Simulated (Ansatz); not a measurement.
Computed with Ansatz.

A structure relaxed at PBE0-D4/def2-TZVP, charge 0, multiplicity 1:

```tsv
atom	x (Å)	y (Å)	z (Å)
O1	-0.4647	-0.4237	-2.2688
Si2	-0.1200	-0.2563	-0.6828
O3	-0.3066	1.2917	-0.2643
Al4	-0.0633	2.3295	1.0620
C5	-0.2536	-1.6820	0.4219
N6	1.1266	-1.1300	0.0308
H7	-0.8020	0.3587	-2.7078
H8	-0.3356	1.7877	2.5186
H9	0.3603	3.8100	0.7194
H10	-0.4467	-1.6618	1.4929
H11	-0.5147	-2.6426	-0.0238
H12	1.8202	-1.7812	-0.2981
```

Give its formula and SMILES.

CH6AlNO2Si, `O[Si]1([O][AlH2])CN1`.

Summarise the bond lengths by kind.

2 × O–Si 1.614 to 1.632 Å; 1 × H–O 0.958 Å; 1 × C–Si 1.809 Å; 1 × N–Si 1.681 Å; 1 × Al–O 1.702 Å; 2 × Al–H 1.578 Å; 1 × C–N 1.537 Å; 2 × C–H 1.088 to 1.091 Å; 1 × H–N 1.007 Å.
